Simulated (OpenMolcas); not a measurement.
## Tc5+: moving or changing the point charges

Tc5+ among 4 point charges of -2.5 e arranged as a tetrahedron (Td), 2.03 Å from the ion.
```
   1.1720    1.1720    1.1720  -2.50
   1.1720   -1.1720   -1.1720  -2.50
  -1.1720    1.1720   -1.1720  -2.50
  -1.1720   -1.1720    1.1720  -2.50
```

```
Program             : OpenMolcas
Method              : CASSCF
Basis               : ANO-RCC-VDZP [6s5p3d1f]
Scalar Hamiltonian  : DKH2, point nucleus
Active space        : 2 electrons in 5 orbitals (4d)
State averaging     : 2S+1 = 3 even, 10 roots; 2S+1 = 1 even, 15 roots
Spin-orbit coupling : state interaction with AMFI integrals over the reference wave functions
```

Runs around this geometry, states (labels of Td). Energies in cm-1 above the lowest state or level, χT in cm3 K/mol; 10Dq and B are least-squares fits to the states below 45000 cm-1, weighted by degeneracy, with a free offset, and given where the rms deviation is under 5 % of |10Dq| (or 100 cm-1) and under 700 cm-1; 10Dq is negative for this site.

| R (Å) | q (e) | Ground state | First state of that spin | 10Dq | B (rms of fit) | First gap with spin-orbit (degeneracies) | χT at 300 K | First state of another spin |
| --- | --- | --- | --- | --- | --- | --- | --- | --- |
| 2.03 | -1.25 | 3A2 | 3T2 1913 | -1939 | 937 (19) | 1447 (3, 2) | 0.177 | 1E 13477 |
| 1.88 | -2.5 | 3A2 | 3T2 4811 | -4885 | 930 (81) | 4386 (3, 2) | 0.374 | 1E 14098 |
| 2.03 | -2.5 | 3A2 | 3T2 3464 | -3519 | 935 (47) | 2994 (3, 2) | 0.264 | 1E 13913 |
| 2.18 | -2.5 | 3A2 | 3T2 2534 | -2571 | 936 (30) | 2050 (3, 2) | 0.198 | 1E 13694 |

Taking |10Dq| as R^-n, n = -ln(2571 / 4885) / ln(2.18 / 1.88) = 4.3 between the shortest and longest distance. The point-charge formula for a cubic d site gives n = 5.

Scaling the charges by -1.25 / -2.5 = 0.50 scales |10Dq| by 1939 / 3519 = 0.55; with fixed orbitals a first-order splitting would follow the charge.

Without dynamic correlation the repulsion within the d shell is too large (B by tens of per cent), so at a given field states of lower spin stand too high. Spin-orbit coupling mixes the spin-free states strongly: the lowest level takes only 64 % from its leading state, 3A2 (holds for R = 2.03, q = -1.25). The ground term spreads over less than 5000 cm-1, several times less than with real ligands, so orbital moments are less quenched and χT lies further from the spin-only value than at real sites (holds for R = 2.03, q = -1.25; R = 2.18, q = -2.5). Point charges carry no covalency, so the field is a model and not that of real ligands. No measured value stands beside these numbers.
